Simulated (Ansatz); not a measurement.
System: sum formula GeOF2, charge 0, multiplicity 1. SMILES: [O]=[Ge]([F])[F]
Structure (B3LYP-D3(BJ)/def2-TZVP (Ansatz, a quantum-chemistry and plane-wave program) minimum search):
```
Ge
O 1 1.6283
F 1 1.7138 2 129.39
F 1 1.7138 2 129.39 3 -180.00
```

Wanted: vertical electron affinity (to the doublet state of charge -1; a negative value means that the extra electron is unbound and the number depends on the basis; each state is the SCF solution reached for its spin), in eV. Correlated levels leave the core frozen unless marked. UHF or UKS for open shells. Spin-orbit coupling is left out. The frozen core is the preceding noble-gas configuration, with the filled d and f shells of earlier blocks. Non-relativistic. Anions need diffuse functions: aug- sets have them; def2-D sets add few. CBS marks a two-point X^-3 extrapolation of the correlation energy; Hartree-Fock from the larger set.

```
level                                program  vertical electron affinity (eV)
-----------------------------------  -------  -------------------------------
HF/aug-cc-pVDZ                        Ansatz                             0.36
HF/aug-cc-pVQZ                        Ansatz                             0.34
SVWN5/def2-TZVPD                      Ansatz                             1.42
r2SCAN/def2-TZVPD                     Ansatz                             1.15
B3LYP/def2-TZVPD                      Ansatz                             1.29
PBE0/def2-TZVPD                       Ansatz                             1.16
CAM-B3LYP/def2-TZVPD                  Ansatz                             1.29
wB97M-V/def2-TZVPD                    Ansatz                             1.10
wB97X-V/def2-TZVPD                    Ansatz                             1.02
wB97X/def2-TZVPD                      Ansatz                             1.04
MP2/aug-cc-pVDZ                       Ansatz                             0.87
RI-MP2/CBS(aug-cc-pVTZ,aug-cc-pVQZ)   Ansatz                             0.99
SCS-MP2/aug-cc-pVDZ                   Ansatz                             0.72
CCSD/aug-cc-pVDZ                      Ansatz                             0.85
```
